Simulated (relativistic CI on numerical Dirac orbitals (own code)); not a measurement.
Electric-dipole transitions in Ar V

Computed by Dirac-Coulomb-Breit CI, separate exchange-only KLI orbitals for each configuration, a model potential for QED, valence Slater integrals scaled by 0.85, P86 correlation estimate, and configurations built on the next ion tied to the tabulated ionisation energy (semi-empirical) (own radial code, finite nucleus).

Configuration list (outside the closed core [Ne]): 3s2 3p2, 3s2 3p 3d, 3s2 3p 4s, 3s2 3p 4p, 3s2 3p 4d, 3s2 3p 5s, 3s2 3p 4f, 3s 3p3, 3p4, 3s2 3d2, 3s 3p2 3d, 3p2 3d2, 3p3 3d, 3s2 3d 4s, 3s 3p 3d2, 3s2 3d 4p, 3p3 4s, 3s 3p2 4s, 3s2 4s2, 3s2 3p 5p, 3p3 4p, 3s 3p 3d 4s, 3s2 4s 4p, 3s 3p2 4p. Levels of other configurations are missing.

```tsv
λ vac (Å)	Lower	Upper	A (s⁻¹)	log gf	S velocity/length
348.21	3s2 3p2 3P_2 [3]	3s2 3p 4s 3P°_2 [44]	7.20e+09	-0.18	0.83
361.26	3s2 3p2 1D_2 [4]	3s2 3p 4s 1P°_1 [45]	1.47e+10	-0.06	0.85
399.43	3s2 3p 3d 3F°_3 [15]	3s2 3p 4f 3G_4 [126]	2.02e+10	0.64	0.79
399.57	3s2 3p 3d 3F°_4 [16]	3s2 3p 4f 3G_5 [127]	2.22e+10	0.77	0.78
399.63	3s2 3p 3d 3F°_2 [14]	3s2 3p 4f 3G_3 [125]	1.98e+10	0.52	0.79
415.79	3s2 3p 3d 3F°_2 [14]	3s2 3p 4f 3F_2 [120]	1.54e+10	0.30	0.73
416.72	3s2 3p 3d 3F°_3 [15]	3s2 3p 4f 3F_3 [121]	1.42e+10	0.41	0.73
418.28	3s2 3p 3d 3F°_4 [16]	3s2 3p 4f 3F_4 [122]	1.44e+10	0.53	0.73
440.87	3s2 3p 3d 3D°_1 [23]	3s2 3p 4f 3F_2 [147]	3.90e+10	0.75	0.80
441.43	3s2 3p 3d 3P°_1 [20]	3s2 3p 4f 3D_2 [132]	1.77e+10	0.41	0.78
441.46	3s2 3p 3d 3D°_2 [24]	3s2 3p 4f 3F_3 [146]	4.30e+10	0.94	0.80
441.75	3s2 3p 3d 3D°_3 [25]	3s2 3p 4f 3F_4 [148]	5.08e+10	1.13	0.80
441.88	3s2 3p 3d 3P°_2 [19]	3s2 3p 4f 3D_3 [130]	2.31e+10	0.68	0.78
452.95	3s2 3p2 1D_2 [4]	3s2 3p 3d 1F°_3 [26]	2.68e+10	0.76	1.03
460.69	3s2 3p2 3P_0 [1]	3s2 3p 3d 3D°_1 [23]	1.25e+10	0.08	1.01
461.69	3s2 3p2 3P_1 [2]	3s2 3p 3d 3D°_2 [24]	1.68e+10	0.43	1.01
462.31	3s2 3p2 3P_1 [2]	3s2 3p 3d 3D°_1 [23]	1.20e+10	0.06	1.01
463.99	3s2 3p2 3P_2 [3]	3s2 3p 3d 3D°_3 [25]	2.54e+10	0.76	1.01
464.37	3s2 3p2 3P_2 [3]	3s2 3p 3d 3D°_2 [24]	8.21e+09	0.12	1.01
474.39	3s2 3p2 3P_0 [1]	3s2 3p 3d 3P°_1 [20]	7.15e+09	-0.14	1.00
475.31	3s2 3p2 3P_1 [2]	3s2 3p 3d 3P°_0 [21]	1.64e+10	-0.25	1.00
477.62	3s2 3p2 3P_1 [2]	3s2 3p 3d 3P°_2 [19]	6.13e+09	0.02	1.00
478.96	3s2 3p2 3P_2 [3]	3s2 3p 3d 3P°_1 [20]	6.47e+09	-0.18	1.00
480.49	3s2 3p2 3P_2 [3]	3s2 3p 3d 3P°_2 [19]	1.01e+10	0.24	1.00
482.58	3s2 3p2 1S_0 [5]	3s2 3p 3d 1P°_1 [27]	2.08e+10	0.34	1.00
494.47	3s2 3p 3d 1F°_3 [26]	3s2 3p 4f 1F_3 [138]	1.18e+10	0.48	0.72
1489.0	3s2 3p 4p 1P_1 [56]	3s2 3p 4d 1D°_2 [97]	1.50e+09	0.40	0.60
1500.2	3s2 3p 4p 3D_3 [62]	3s2 3p 4d 3F°_4 [105]	1.88e+09	0.76	0.59
1655.4	3s2 3p 4p 1D_2 [72]	3s2 3p 4d 1F°_3 [111]	1.52e+09	0.64	0.65
3361.4	3s2 3p 4d 3F°_4 [105]	3s2 3p 4f 3G_5 [127]	2.45e+08	0.66	0.97
```

Terms are leading LS components. Brackets give the number of a level in order of energy, since labels repeat. The list gives strong lines, with weight on those to low levels, without configurations that were not tied to measured data, among the lowest 300 of 551 levels, so that lines to higher ones, which can be the strongest, are missing. Levels whose partners in the same complex of configurations lie outside the list can be far off, and so can their lines. Rates are taken at the computed energies, electric ones in the length gauge. A velocity-to-length ratio far from 1 marks an uncertain rate.

Configurations that consist of the next ion and one excited electron were tied to the tabulated ionisation energy; Rydberg ones are usually within 1,000 to 3,000 cm⁻¹ and the lowest ones within about 6,000 (9,000 in d shells), while levels on excited terms of the next ion carry the error of that term, and the other configurations can be misplaced by 10,000 cm⁻¹ or more. Rates follow the energies as ν³ (E1, M1) or ν⁵ (E2), so rates, branching and lifetimes can be off by large factors. 37 of the 43 excited levels that our extract of the measured tables holds in this range could be paired (the sources list more); they are missed by 5670 cm⁻¹ on average and 66869 at most, and levels without a partner can miss by more.

(1) From the table, what is the radiative lifetime of 3s2 3p 4f 3G_5?

Results:

(1) The listed rates from this level add up to about 2.25e+10 s⁻¹, 100 % of its decay; with all channels τ = 4.45e-11 s.

LS names give the leading component of a level, which can be under half, so a name can repeat, a term be missing and a line seem to break the LS rules.
